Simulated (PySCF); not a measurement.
This PySCF input asks for the NMR shieldings of SMILES CBSC1([SiH2]S[SiH3])CC1, C₄H₁₃BS₂Si₂; the geometry comes from GFN2-xTB.

```python
import basis_set_exchange as bse
import numpy as np
from pyscf import gto, dft
from pyscf.prop import nmr

atoms = """
C    -3.929313   -1.208745    0.341528
B    -2.506057   -0.540132    0.439046
S    -1.878315    0.387807   -0.920682
C    -0.240729    0.925002   -0.327935
Si    1.011706   -0.451715   -0.560793
S     2.894087    0.317822    0.119667
Si    4.233797   -1.277185   -0.385347
C     0.102500    2.371154   -0.550452
C    -0.201747    1.883315    0.825922
H    -3.876202   -2.273068    0.568887
H    -4.606312   -0.780607    1.080947
H    -4.397755   -1.099230   -0.633735
H    -1.846841   -0.629092    1.403538
H     1.107274   -0.810867   -1.972932
H     0.664494   -1.620787    0.245141
H     3.813923   -2.471643    0.335733
H     4.155931   -1.490745   -1.824131
H     5.521896   -0.770417    0.050715
H     1.126128    2.616705   -0.792509
H    -0.631628    2.985936   -1.049973
H     0.614168    1.787259    1.527704
H    -1.141414    2.168616    1.277240
"""
names = dict.fromkeys(["C", "B", "S", "Si", "H"], "pcSseg-1")
basis = {el: gto.basis.parse(bse.get_basis(n, elements=[el], fmt="nwchem")) for el, n in names.items()}
mol = gto.M(atom=atoms, basis=basis, charge=0, verbose=0)
mf = dft.RKS(mol, xc="PBE0")
mf.grids.level = 2
mf.grids.alignment = dft.numint.BLKSIZE   # the property module wants whole blocks of grid points
mf.conv_tol = 1e-9
mf.kernel()

calc = nmr.RKS(mf)   # GIAO
C = mf.mo_coeff
Co = C[:, mf.mo_occ > 0]
resp = mf.gen_response(singlet=True, hermi=2)
def vind(x):   # induced exchange potential for any number of trial vectors
    d = np.einsum("pi,xij,qj->xpq", C, 2 * x.reshape(-1, C.shape[1], Co.shape[1]), Co, optimize=True)
    return np.einsum("xpq,pi,qj->xij", resp(d - d.transpose(0, 2, 1)), C, Co, optimize=True).ravel()
mo1, _ = nmr.rhf.solve_mo1(calc, with_cphf=vind)
sigma = calc.kernel(mo1)
for i, s in enumerate(sigma):   # ppm
    w = np.linalg.eigvalsh((s + s.T) / 2)
    print("%2d %-2s iso %8.1f  s11 %8.1f  s22 %8.1f  s33 %8.1f" % (i, mol.atom_pure_symbol(i), w.mean(), *w))
```

Task: What are the results?

Result: 
```
 0 C  iso    176.3  s11    152.9  s22    185.5  s33    190.6
 1 B  iso     25.3  s11    -41.5  s22      1.6  s33    115.8
 2 S  iso    325.7  s11    127.4  s22    381.2  s33    468.5
 3 C  iso    168.9  s11    124.6  s22    154.9  s33    227.2
 4 Si iso    373.4  s11    343.8  s22    356.8  s33    419.7
 5 S  iso    836.4  s11    791.6  s22    830.4  s33    887.2
 6 Si iso    408.8  s11    369.8  s22    400.9  s33    455.7
 7 C  iso    173.7  s11    139.1  s22    176.1  s33    205.8
 8 C  iso    169.5  s11    128.9  s22    176.1  s33    203.5
 9 H  iso     30.8  s11     27.3  s22     28.0  s33     37.0
10 H  iso     30.9  s11     27.5  s22     27.7  s33     37.5
11 H  iso     30.7  s11     26.4  s22     30.9  s33     34.9
12 H  iso     24.1  s11     17.2  s22     24.9  s33     30.1
13 H  iso     26.9  s11     22.4  s22     26.6  s33     31.6
14 H  iso     26.9  s11     22.2  s22     26.9  s33     31.5
15 H  iso     27.1  s11     22.7  s22     25.4  s33     33.2
16 H  iso     27.1  s11     22.8  s22     25.4  s33     33.1
17 H  iso     27.0  s11     22.8  s22     24.6  s33     33.7
18 H  iso     30.5  s11     22.8  s22     29.7  s33     39.0
19 H  iso     30.7  s11     24.2  s22     28.0  s33     39.8
20 H  iso     30.3  s11     23.0  s22     29.4  s33     38.4
21 H  iso     30.8  s11     25.0  s22     28.2  s33     39.4
```

These numbers come from an equivalent density-fitted implementation of the same equations, which agrees with the script to about 0.01 ppm for H and up to a few tenths of a ppm for heavy atoms, so last digits may differ.

Size and cost of the density-fitted run: 246 basis functions, 110 s wall time on 1 thread of an Arm Neoverse N1, shared host; peak memory 1.1 GiB.
